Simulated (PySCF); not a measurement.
CCl3NOSi, SMILES O=C=N[Si](Cl)(Cl)Cl. Atoms are numbered in the order given.

```xyz
7

O      0.0000     0.0000     3.7357
C      0.0000     0.0000     2.5736
N      0.0000     0.0000     1.3736
Si     0.0000     0.0000    -0.3133
Cl     1.6624     0.9598    -0.9913
Cl    -1.6624     0.9598    -0.9913
Cl     0.0000    -1.9196    -0.9913
```

Coordinates come from a PBE0-D3(BJ)/def2-SVP optimisation. The values are those of a single conformer.

Calculation: PBE/pcSseg-1 (PySCF).

GIAO shieldings, no solvent; atoms alike by connectivity are averaged. δ = σ(ref) − σ: ¹⁷O against H2O (σ = 334.3 ppm); ¹³C against TMS (σ = 182.0 ppm); ¹⁵N against NH3 (σ = 267.0 ppm); ²⁹Si against TMS (σ = 335.4 ppm); ³⁵Cl against HCl (σ = 936.5 ppm), references at their B3LYP-D3(BJ)/def2-TZVP geometries, non-relativistic (without spin–orbit terms, shifts of atoms bonded to Cl or Br come out too high).

Computed chemical shifts:
```tsv
nucleus	atoms	count	δ (ppm)
¹⁷O	O1	1	162.4
¹³C	C2	1	120.0
¹⁵N	N3	1	71.1
²⁹Si	Si4	1	-33.7
³⁵Cl	Cl5, Cl6, Cl7	3	193.2
```
